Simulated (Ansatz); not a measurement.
Isomers of C3H6OSi, relaxed with PBE0-D4/def2-TZVP in Ansatz; electronic energies, one conformer each and not always the lowest. Functionals use def2-TZVPP; CBS adds triple-zeta CCSD(T) − MP2 to the MP2 limit of def2-TZVPP and def2-QZVPP.

Order them by energy at frozen-core CCSD(T)/CBS, lowest first. (Estimate.)
A. `C=C=C(O)[SiH3]`
B. `C#COC[SiH3]`
C. `C[SiH]1C=CO1`
D. `COC#C[SiH3]`
E. `[SiH3]C1=CCO1`
F. `C=C1[SiH2]C1O`

C (0.0 kJ/mol), A (211.3 kJ/mol), E (226.0 kJ/mol), D (245.6 kJ/mol), B (313.2 kJ/mol), F (323.6 kJ/mol).

How do PBE-D4, r2SCAN-D4, HF/CBS(def2), MP2/CBS(def2) place them (kJ/mol, against `C[SiH]1C=CO1`)? (An estimate is asked.)

The calculation gave: 
| isomer | PBE-D4 | r2SCAN-D4 | HF/CBS(def2) | MP2/CBS(def2) |
| --- | --- | --- | --- | --- |
| `C=C=C(O)[SiH3]` | 194.9 | 208.6 | 201.8 | 226.7 |
| `[SiH3]C1=CCO1` | 211.2 | 228.8 | 228.6 | 235.9 |
| `COC#C[SiH3]` | 244.2 | 250.6 | 212.7 | 250.8 |
| `C#COC[SiH3]` | 309.8 | 322.1 | 291.9 | 322.4 |
| `C=C1[SiH2]C1O` | 273.6 | 305.0 | 392.6 | 339.0 |
